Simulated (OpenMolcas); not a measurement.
## Ionisation energies of molybdenum

```json
{"Program": "OpenMolcas 26.06", "Basis": "ANO-RCC [10s9p9d6f4g2h]", "Scalar Hamiltonian": "DKH2, point nucleus", "Spin-orbit coupling": "state interaction with AMFI integrals over the reference wave functions, term energies averaged over their components"}
```

Active shells in each charge state: the valence d, s shells, with orbitals averaged over the low states. Where CASPT2's correlated closed shells are named, they are those of the first ion.

A. CASSCF
B. SS-CASPT2, IPEA 0.25 Eh, imaginary shift 0.1 Eh (closed shells correlated: 4s 4p)
C. SS-CASPT2, IPEA 0 Eh, imaginary shift 0.1 Eh (closed shells correlated: 4s 4p)
D. SS-CASPT2, IPEA 0.25 Eh, imaginary shift 0.1 Eh (closed shells correlated: 3d 4s 4p)

Energies in eV between the lowest computed levels, named as in B; reference values from the NIST Atomic Spectra Database with their kind.

| From | To | A | B | C | D | Spin-orbit share in B | Reference |
| --- | --- | --- | --- | --- | --- | --- | --- |
| Mo 4d5 5s 7S3 | Mo+ 4d5 6S 5/2 | 6.582 | 7.213 | 7.418 | 7.219 | +0.000 | 7.092 (measured) |
| Mo+ 4d5 6S 5/2 | Mo2+ 4d4 5D0 | 14.686 | 16.051 | 16.242 | 16.044 | -0.131 | 16.160 (semi-empirical) |

Error against the reference values, in %:

| From | Reference | A | B | C | D |
| --- | --- | --- | --- | --- | --- |
| Mo | measured | -7.2 | +1.7 | +4.6 | +1.8 |
| Mo+ | semi-empirical | -9.1 | -0.7 | +0.5 | -0.7 |

Absolute error against the one measured value: A 0.51 eV, B 0.12 eV, C 0.33 eV, D 0.13 eV.

The lowest level within the active space need not be the ion's true ground level.
